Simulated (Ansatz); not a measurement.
Calculated with Ansatz (gas phase, PBE0-D4/def2-TZVP geometries, no zero-point term in ΔE). CBS: MP2 limit from def2 TZ/QZ plus the TZ coupled-cluster correction, frozen cores. DFT in def2-TZVPP. B3LYP here is the variant with VWN-RPA as its local correlation; programs differ in this. For Ge outer-core shells are correlated without core-valence functions, which leaves a few kJ/mol of doubt a bond. Scalar relativity is left out up to krypton. One conformer a species, not always the lowest.

`[CH3][Ge]([Cl])([Cl])[Cl]` + `B[SiH](O)[SiH3]` → `CB[SiH](O)[SiH3]` + `[Cl][GeH]([Cl])[Cl]`  (formal exchange of groups at a C–Ge bond)

`[CH3][Ge]([Cl])([Cl])[Cl]`:

```xyz
8

C     0.558    0.531   -0.816
Ge   -0.400   -0.381    0.585
Cl   -1.381   -2.128   -0.154
Cl    0.914   -0.995    2.152
Cl   -1.892    0.877    1.452
H     1.309   -0.143   -1.228
H     1.039    1.414   -0.397
H    -0.147    0.824   -1.593
```

`B[SiH](O)[SiH3]`:

Z-matrix (Å, degrees):
```
Si
O 1 1.659
Si 1 2.364 2 111.5
B 1 1.984 2 112.4 3 -117.5
H 1 1.496 2 110.7 3 117.1
H 2 0.958 1 117.2 3 -60.1
H 3 1.491 1 109.6 2 49.7
H 3 1.488 1 111.9 2 -69.9
H 3 1.488 1 110.2 2 169.1
H 4 1.195 1 123.5 2 12.8
H 4 1.197 1 118.2 2 -172.2
```

`CB[SiH](O)[SiH3]`:

Cartesian coordinates in Å:
```
C 1.336 1.190 -1.325
B 1.328 0.113 -0.204
Si -0.222 -1.131 0.044
O 0.035 -2.481 0.979
Si -1.920 0.243 0.944
H 0.402 1.331 -1.870
H 1.714 2.158 -0.984
H 2.086 0.836 -2.053
H 2.267 0.071 0.547
H -0.741 -1.644 -1.255
H 0.595 -2.368 1.748
H -1.492 0.838 2.242
H -3.176 -0.519 1.180
H -2.214 1.363 0.005
```

`[Cl][GeH]([Cl])[Cl]`:

```xyz
5

Cl    0.212    2.066    0.139
Ge    0.107   -0.047   -0.079
Cl    0.167   -0.927    1.856
Cl   -1.752   -0.539   -0.986
H     1.266   -0.553   -0.931
```

(1) Is it downhill or uphill in electronic energy at CCSD(T)/CBS, and by how much? (Best estimate.)

(2) What do these levels give: PBE-D4, r2SCAN-D4, B3LYP-D4, ωB97X-V, B2PLYP, r2SCAN, PBE0, SCS-MP2/def2-TZVPP, CCSD(T)/def2-TZVPP, HF/def2-QZVPP, MP2/def2-QZVPP, MP2/CBS(def2)? (Estimate.)

Largest T1 diagnostic among the species: 0.014.

Results:

(1) The calculation gave: Uphill: ΔE = +6.6 kJ/mol.

(2) The calculation gave: PBE-D4 -3.2, r2SCAN-D4 -0.2, B3LYP-D4 2.0, ωB97X-V 2.8, B2PLYP 3.6, r2SCAN -0.4, PBE0 -2.5, SCS-MP2/def2-TZVPP 9.9, CCSD(T)/def2-TZVPP 7.5, HF/def2-QZVPP 5.8, MP2/def2-QZVPP 9.6, MP2/CBS(def2) 9.5 kJ/mol.
